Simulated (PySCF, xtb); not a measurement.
Si(F)(OH)2(NH2) (FH4NO2Si), SMILES O[Si](O)(N)F. One conformer was computed; it need not be the lowest.

Harmonic wavenumbers (cm⁻¹) from GFN2-xTB run with xtb at its own minimum, in rising order: 155, 195, 215, 256, 285, 300, 302, 325, 591, 746, 817, 828, 845, 898, 969, 996, 1517, 3496, 3527, 3664, 3695.

Q: What does B3LYP-D3(BJ)/def2-SVP (PySCF 2.14.0) give at its own minimum? (Estimate from the structure and the level; the computed values follow.)

A: 131, 198, 228, 295, 337, 349, 360, 382, 409, 756, 801, 819, 825, 946, 968, 1002, 1538, 3583, 3676, 3871, 3878. Paired by order, the mean absolute difference is 59 cm⁻¹ and the zero-point energies are 35.2 and 36.2 kcal/mol.
